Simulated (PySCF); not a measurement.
## [ErH2]+ at several levels of theory

Computed with PySCF 2.14.0 (density fitting, no spin-orbit coupling) at the geometry relaxed with PBE0:

```xyz
3
[ErH2]+ (singlet in the valence; each metal's 4f electrons, 11 of them, lie in its core potential, out of spins and levels)
Er    0.0000    0.0000   -0.1931
H     1.4921    0.0000    0.9640
H    -1.4921    0.0000    0.9640
```

```tsv
level	basis	state	HOMO (eV)	gap (eV)	charge on Er1 (e)	population of f-type functions on Er1 (polarisation alone where 4f lies in the core)	dipole about the centre of mass (D)	largest force component (eV/Å)
PBE0	Er lcecp-1-SVP with ECP57, H def2-SVP	singlet	-12.87	4.94	1.19	0.01	4.34	0.00
r2SCAN	the same	singlet	-11.90	3.75	1.22	0.01	4.34	0.05
PBE0	Er lcecp-1-TZVP with ECP57, H def2-TZVP	singlet	-12.87	4.95	1.26	0.01	4.42	0.07
```

In the lcecp rows the 4f levels are missing from HOMO and gap, and the state counts the valence alone.

Charges are Mulliken's, which hang on the basis. The relaxation used the grid (50, 194), these runs (75, 302) or, all-electron (x2c bases, spin-free X2C Hamiltonian), (99, 590).

Problem. What does M06-L with Er lcecp-1-SVP with ECP57, H def2-SVP give here?

Solution. state singlet, HOMO (eV) -11.81, gap (eV) 4.07, charge on Er1 (e) 1.37, population of f-type functions on Er1 (polarisation alone where 4f lies in the core) 0.01, dipole about the centre of mass (D) 4.46, largest force component (eV/Å) 0.05. Time: 1.3 s on 2 threads of Intel(R) Xeon(R) Platinum 8375C CPU @ 2.90GHz (Ice Lake) (shared host), from an already converged density.

In the first row's basis the gap widens with exact exchange: 3.7 to 4.1 eV for r2SCAN, M06-L (none); 4.9 eV for PBE0 (a fixed share).

An lcecp potential fixes the number of 4f electrons, so in runs with it no electron can move into or out of that shell.
